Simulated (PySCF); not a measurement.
## Working out the ionisation energy of Ni+

Ni+ [Ar] 3d9 (2D) → Ni(2+) [Ar] 3d8 (3F). Calculation: PySCF 2.14, in def2-TZVPPD (6s6p4d2f1g, 67 functions); no relativity, point nucleus. Frozen: [Ne]. Energies in hartree (1 hartree = 27.21139 eV):

| part | Ni+ (lower) | Ni(2+) (upper) |
| --- | --- | --- |
| UHF | -1506.564872 | -1506.006862 |
| CCSD correlation | -0.645986 | -0.548024 |
| (T) | -0.015188 | -0.008813 |

Q: What does Hartree-Fock give?

A: (-1506.006862) − (-1506.564872) = 0.558010 hartree = 15.184 eV.

Q: What do CCSD and CCSD(T) give?

A: The CCSD correlation energies differ by 0.097962 hartree = 2.666 eV and the triples by 0.006375 hartree = 0.173 eV, so CCSD gives 17.850 eV and CCSD(T) 18.023 eV.

A first-order spin-orbit estimate adds -0.050 eV to CCSD(T) (valence and next inner shell), giving 17.973 eV against 18.169 eV (measured; NIST Atomic Spectra Database, ionization energies).

The calculation is non-relativistic.

What remains against the reference includes basis incompleteness, the frozen core and higher excitations.
